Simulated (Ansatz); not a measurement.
Compare A (`[SiH3]C#CS`) with its isomer B (`C#CS[SiH3]`).

Isolated molecules relaxed with PBE0-D4/def2-TZVP in Ansatz; ΔE leaves out vibrations. CCSD(T)/CBS adds triple-zeta CCSD(T) − MP2 to the extrapolated MP2 energy (def2 sets, frozen cores). DFT in def2-TZVPP. B3LYP here is the variant with VWN-RPA as its local correlation; programs differ in this. One conformer a species, not always the lowest.

A:

```xyz
8

Si    0.197   -1.268    1.009
C     0.064    0.232   -0.007
C    -0.035    1.224   -0.698
S    -0.098    2.660   -1.558
H     1.625   -1.613    1.217
H    -0.450   -1.048    2.327
H    -0.485   -2.381    0.304
H    -0.819    2.194   -2.595
```

B:

```xyz
8

C    -0.590   -0.165    2.254
C    -0.195    0.512    1.339
S     0.358    1.491    0.089
Si    0.338   -0.037   -1.430
H    -0.939   -0.761    3.063
H     1.256   -1.136   -1.050
H    -1.040   -0.552   -1.607
H     0.811    0.648   -2.658
```

Which isomer does CCSD(T)/CBS put lower? Give the gap. (Estimate.)

Computed: B, by 18.8 kJ/mol.

Give E(B) − E(A) in kJ/mol with LDA (SPW92), PBE0-D4, HF/def2-TZVPP, ωB97M-V, CCSD/def2-TZVPP, B3LYP, PBE-D4. (Estimate.)

Ansatz gave: LDA (SPW92) -16.8, PBE0-D4 -19.2, HF/def2-TZVPP -13.2, ωB97M-V -18.9, CCSD/def2-TZVPP -15.3, B3LYP -12.1, PBE-D4 -18.0. None reverses the order clearly.

Does the order hold for the free energy at 298.15 K (harmonic terms from PBE0-D4)? (Estimate.)

Ansatz gave: Yes: G(B) − G(A) = -9.4 kJ/mol, for one conformer each. Modes under 60 cm⁻¹, often nearly free rotors, make the harmonic entropy too high.

Largest T1 diagnostic: 0.013.

At CCSD(T), def2-SVP lies +9.5 kJ/mol from the extrapolated value and def2-TZVPP +3.0 kJ/mol. Leaving LDA and LC-ωPBE aside and taking each functional with its dispersion term where it has one, the values, not all of them listed here, spread over 6.5 kJ/mol, from PBE0-D4 to B97M-V.
